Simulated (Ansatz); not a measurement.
C3H6AlCl, SMILES [CH3][Al]([CH]=C)[Cl].

Coordinates come from a B3LYP-D3(BJ)/def2-SVP optimisation. The structure was generated by enumeration; whether it is a known compound was not checked. Other conformers were not sampled.

Two levels are set side by side: PBE/def2-SVPD (Ansatz, an electronic-structure program) and PBE0/def2-SVPD (Ansatz). Energy differences of separate SCF runs at the same geometry; the states with an electron removed or added have multiplicity 2 and 2. Differences are taken from unrounded values.

```tsv
quantity	PBE0	PBE	PBE minus PBE0
vertical ionisation energy (eV)	9.92	9.49	-0.43
vertical singlet–triplet gap (eV)	3.89	4.05	0.16
```
